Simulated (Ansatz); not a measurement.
A nudged elastic band was laid between two geometries of C₃H₇ClSi (12 atoms, charge 0, multiplicity 1).

These are results of Ansatz 0.2.0, RKS B3LYP-D4/def2-SVP, not measurements.

| Item | Value |
| --- | --- |
| movable images | 5 |
| climbing image | yes |
| spring | 5.0 eV/Å² |
| optimiser | quadratic models (default) |
| start path | IDPP |
| force threshold | 0.05 eV/Å |
| iteration limit | 60 |
| end points | relaxed |

First end point:

```xyz
12
Properties=species:S:1:pos:R:3
Si -0.865 -0.444 1.587
C 0.777 -0.103 0.743
C 1.035 0.168 -0.548
C 0.035 0.229 -1.655
Cl -0.037 1.911 -2.349
H -1.037 0.506 2.725
H -2.021 -0.301 0.657
H -0.869 -1.830 2.142
H 1.648 -0.115 1.414
H 2.066 0.376 -0.859
H -0.980 -0.027 -1.332
H 0.323 -0.426 -2.490
```

Last end point:

```xyz
12
Properties=species:S:1:pos:R:3
Si -0.978 -0.994 1.233
C 0.653 -0.799 0.324
C 1.010 0.102 -0.607
C 0.144 1.177 -1.177
Cl 0.816 2.817 -0.759
H -1.954 0.077 0.885
H -1.586 -2.317 0.901
H -0.725 -0.961 2.703
H 1.427 -1.523 0.613
H 2.030 0.085 -1.011
H -0.883 1.147 -0.797
H 0.124 1.134 -2.275
```

Which bonds break or form, and what moves?

No bond is made or broken. The dihedral H6–Si1–C2–C3 goes from -125 to -4°. The two ends are copies of one structure, up to a mirror image or an exchange of like atoms.

Give the energies along the band, and the barrier.

It converged. The highest image is number 3 of 0 to 6, 0.016 eV above the ends, which have the same energy within 2 meV. A vibrational analysis at the climbing image gives one clearly imaginary mode, 64i cm⁻¹: a first-order saddle point.

```csv
image,path coordinate (Å),energy (eV),dihedral H6–Si1–C2–C3 (°)
0,0.00,0.000,-125
1,0.73,0.004,-106
2,1.47,0.014,-86
3,2.20,0.016,-66
4,2.97,0.010,-45
5,3.75,0.004,-24
6,4.53,0.000,-4
```

What is the geometry of the highest image?


```xyz
12
Properties=species:S:1:pos:R:3:forces:R:3
Si -0.921 -0.818 1.346 0.01 0.00 -0.01
C 0.765 -0.629 0.527 -0.01 -0.01 0.01
C 1.051 0.098 -0.565 0.00 0.00 0.00
C 0.061 0.886 -1.358 0.00 0.01 0.00
Cl 0.478 2.656 -1.320 0.00 0.00 0.00
H -1.388 0.477 1.924 0.00 0.00 0.00
H -1.956 -1.284 0.376 0.00 0.00 0.00
H -0.806 -1.822 2.440 0.00 0.00 0.01
H 1.602 -1.161 0.997 0.01 0.00 0.00
H 2.083 0.150 -0.937 0.00 0.00 -0.01
H -0.964 0.792 -0.977 0.00 0.00 0.00
H 0.071 0.598 -2.419 0.00 0.00 0.00
```

The band took 6 iterations and roughly 4 core-minutes.

The run took 110 s on 2 threads of Arm Neoverse V1 (shared host), peak memory 0.26 GiB.
